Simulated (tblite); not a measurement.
Compound: C5H9N3Si.
Z-matrix (Å and degrees, GFN2-xTB geometry), rows numbered from 1:
```
C 
N   1  1.4408
Si  2  1.7095  1  124.91
C   3  1.8910  2  102.95  1   176.49
N   4  1.3302  3  118.33  2   -14.37
C   5  1.3212  4  117.89  3  -179.99
C   6  1.3869  5  122.16  4     0.06
C   7  1.3877  6  115.63  5     0.28
N   8  1.3212  7  122.27  6    -0.25
H   1  1.0959  2  112.48  3   -87.34
H   1  1.0877  2  108.78  3    32.42
H   1  1.0917  2  110.36  3   151.55
H   2  1.0102  1  113.00  3   155.04
H   3  1.4656  2  109.01  1   -65.68
H   3  1.4750  2  117.13  1    58.08
H   6  1.0844  5  116.03  4  -179.96
H   7  1.0781  6  122.18  5  -179.76
H   8  1.0840  7  121.73  6   179.89
```

Computed values, GFN2-xTB/tblite, gas phase, harmonic and unscaled. This tight-binding method is rough: wavenumbers can miss measured ones by several per cent, in bad cases by 10 to 20. Modes of hydrogen on silicon can be 10 to 20 % off. One conformer, not necessarily the lowest.

Harmonic wavenumbers (cm⁻¹): 37.1, 79.9, 92.9, 135.5, 138.1, 223.5, 272.3, 331.7, 342.9, 424.0, 459.3, 532.4, 573.3, 611.2, 701.1, 737.5, 745.3, 777.2, 816.8, 834.6, 916.1, 931.7, 1023.8, 1069.4, 1107.8, 1109.2, 1109.8, 1167.8, 1201.6, 1219.3, 1227.0, 1355.6, 1389.3, 1395.5, 1422.2, 1492.3, 1502.7, 1537.1, 1560.2, 2142.3, 2234.1, 2907.7, 2974.6, 3026.2, 3031.0, 3031.5, 3095.6, 3429.9.

A = 3910, B = 774.8, C = 656.8 MHz; mass 139.057 u (most abundant isotopes); point group C1, symmetry number 1.

Question: Zero-point energy?

Answer: ½Σν̃ = 29239 cm⁻¹ = 83.60 kcal/mol.

Question: What is S at 500 K and 1 bar for an ideal gas of classical rigid rotors and harmonic oscillators?

Answer: Translation 43.30, rotation 31.01, vibration 50.37: S = 124.7 cal/(mol K).

Question: And Cp and H(500 K) − H(0)?

Answer: Cp = 56.57 cal/(mol K), of which vibrations give 48.63 (their classical limit is 48 R = 95.4); H(500 K) − H(0) = 16.72 kcal/mol without the zero-point energy, 12.75 from vibrations.

Question: How do the functions run with temperature in this model?

Answer: 
| T (K) | S (cal/(mol K)) | Cp (cal/(mol K)) | H − H(0) (kcal/mol) | G − H(0) (kcal/mol) | ln q(vib) |
| --- | --- | --- | --- | --- | --- |
| 50 | 59.6 | 13.6 | 0.52 | -2.47 | 0.64 |
| 100 | 70.8 | 19.0 | 1.34 | -5.74 | 1.95 |
| 298.15 | 100.2 | 38.6 | 7.02 | -22.86 | 7.26 |
| 373.15 | 109.7 | 46.0 | 10.19 | -30.74 | 9.23 |
| 750 | 150.6 | 71.1 | 32.83 | -80.12 | 18.74 |
| 1000 | 172.4 | 80.1 | 51.81 | -120.57 | 24.51 |

q(vib) and H(0) count from the zero-point level.

Question: Blend soft modes into free rotors: weight 1/[1 + (100 cm⁻¹/ν̃)⁴] for the oscillator and the rest for a rotor with moment μB/(μ + B), μ = h/(8π²ν), B = 10⁻⁴⁴ kg m². What vibrational entropy results?

Answer: 46.35 cal/(mol K) in place of 50.37, which changes −T·S at 500 K by +2.01 kcal/mol.

Question: What must be added to the electronic energy to get the Gibbs energy at 500 K and 1 bar?

Answer: ZPE + [H(500 K) − H(0)] − T·S = 83.60 + 16.72 − 62.34 = 37.98 kcal/mol.

Question: Which modes carry the vibrational entropy at 500 K?

Answer: 37.1 cm⁻¹: 6.43; 79.9 cm⁻¹: 4.91; 92.9 cm⁻¹: 4.61; 135.5 cm⁻¹: 3.87; 138.1 cm⁻¹: 3.83; 223.5 cm⁻¹: 2.90 cal/(mol K); the other 42 give 23.80 together.

Hindered rotation and anharmonicity are outside this model. Other conformers, if any are populated, would add a mixing term that is left out. The structure is chiral; the term R ln 2 for an equal mix with its mirror image is left out.
